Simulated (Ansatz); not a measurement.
The cluster Al₂Sb. Total charge 0; quartet. Geometry PBE-D4/def2-TZVP; atoms count from 1.

```xyz
3

Al   -1.557    0.038    0.041
Al    0.863   -0.932    0.902
Sb    0.694    0.894   -0.943
```

In the def2 sets Sb takes a core potential; there is no spin–orbit coupling. At PBE0-D4/def2-TZVP a doublet of charge 0 lies 0.51 eV below the quartet, each at its own geometry. The structure comes from a short search, and lower isomers may exist.

(1) Estimate the Mulliken populations from the PBE0/def2-TZVP orbitals of Ansatz.

(2) Where does the spin sit?

(3) And the Mayer bond orders between heavy atoms (over 0.3)?

Answers

(1) 
```csv
atom,charge (e),spin (α − β)
Al1,0.05,1.02
Al2,0.05,1.02
Sb3,-0.11,0.96
```
Mulliken values depend strongly on the basis.

(2) Summed by element: Al 2.04, Sb 0.96, of 3 unpaired in all. Largest on single atoms: Al1 1.02, Al2 1.02, Sb3 0.96.

(3) Al1–Al2 0.76 (2.75 Å); Al1–Sb3 1.30 (2.60 Å); Al2–Sb3 1.30 (2.60 Å).
